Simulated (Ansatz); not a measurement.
Geometry optimisation, Ansatz, RKS B3LYP-D4/6-31G*.

input.yaml

```yaml
crystal:
  periodic: [false, false, false]
  atoms:
    - { symbol: B, position_ang: [0.213018, -0.629474, -0.190321] }
    - { symbol: H, position_ang: [-0.719283, 0.733606, 1.553871] }
    - { symbol: Cl, position_ang: [1.655455, 0.392504, -0.200743] }
    - { symbol: Cl, position_ang: [-1.118697, -0.277135, -1.312696] }
    - { symbol: "N", position_ang: [0.096939, -1.778816, 0.723227] }
    - { symbol: H, position_ang: [-0.754417, -2.314939, 0.578049] }
    - { symbol: Si, position_ang: [1.256437, -2.446147, 1.866998] }
    - { symbol: H, position_ang: [1.06452, -3.922958, 1.858469] }
    - { symbol: H, position_ang: [2.631354, -2.09413, 1.432979] }
    - { symbol: H, position_ang: [1.0218, -1.94023, 3.250951] }
    - { symbol: H, position_ang: [-0.721626, 0.062719, 1.776216] }
basis:
  gaussian: { orbitals: "6-31G*" }
hamiltonian:
  xc: b3lyp
  dispersion: d4
relax:
  f_tol: 0.03
  max_steps: 50
```

Launched with:

```bash
$ ansatz run input.yaml --threads 2 --pin off --max-ram 3072MiB --backend cpu --events-out ev --progress --plain --runs-dir out
```

Question: Where does it end, and by what steps?

Answer: The forces met the threshold. The force dipped under the threshold on the way, but the program's further checks kept it going. After 31 steps the energy has fallen by 0.396 eV; H2 moved furthest, 1.25 Å.

```json
{"step": "0", "energy less start (eV)": "0.0000", "largest force component (eV/Å)": "1.923", "accepted": "yes"}
{"step": "2", "energy less start (eV)": "-0.3132", "largest force component (eV/Å)": "0.377", "accepted": "yes"}
{"step": "4", "energy less start (eV)": "-0.3590", "largest force component (eV/Å)": "0.239", "accepted": "yes"}
{"step": "6", "energy less start (eV)": "-0.3681", "largest force component (eV/Å)": "0.087", "accepted": "yes"}
{"step": "8", "energy less start (eV)": "-0.3759", "largest force component (eV/Å)": "0.184", "accepted": "yes"}
{"step": "10", "energy less start (eV)": "-0.3853", "largest force component (eV/Å)": "0.096", "accepted": "yes"}
{"step": "12", "energy less start (eV)": "-0.3817", "largest force component (eV/Å)": "0.128", "accepted": "no"}
{"step": "14", "energy less start (eV)": "-0.3889", "largest force component (eV/Å)": "0.042", "accepted": "yes"}
{"step": "16", "energy less start (eV)": "-0.3902", "largest force component (eV/Å)": "0.039", "accepted": "yes"}
{"step": "18", "energy less start (eV)": "-0.3913", "largest force component (eV/Å)": "0.150", "accepted": "yes"}
{"step": "20", "energy less start (eV)": "-0.3923", "largest force component (eV/Å)": "0.067", "accepted": "yes"}
{"step": "22", "energy less start (eV)": "-0.3423", "largest force component (eV/Å)": "1.222", "accepted": "no"}
{"step": "24", "energy less start (eV)": "-0.3931", "largest force component (eV/Å)": "0.151", "accepted": "yes"}
{"step": "26", "energy less start (eV)": "-0.3939", "largest force component (eV/Å)": "0.003", "accepted": "yes"}
{"step": "28", "energy less start (eV)": "-0.3944", "largest force component (eV/Å)": "0.134", "accepted": "yes"}
{"step": "30", "energy less start (eV)": "-0.3952", "largest force component (eV/Å)": "0.005", "accepted": "yes"}
{"step": "31", "energy less start (eV)": "-0.3956", "largest force component (eV/Å)": "0.020", "accepted": "yes"}
```

```xyz
11
Properties=species:S:1:pos:R:3
B 0.422 -0.757 -0.406
H -1.462 0.676 2.563
Cl 1.923 0.194 -0.356
Cl -0.813 -0.357 -1.620
N 0.227 -1.804 0.499
H -0.652 -2.304 0.407
Si 1.328 -2.370 1.767
H 0.633 -3.520 2.399
H 2.618 -2.814 1.187
H 1.572 -1.310 2.772
H -1.170 0.151 2.125
```

Whether the end is a true minimum wasn't checked by a vibrational analysis.

Time of the run: 61 s on 2 threads of Intel(R) Xeon(R) 6975P-C (Granite Rapids), on a shared host, peak memory 0.25 GiB.
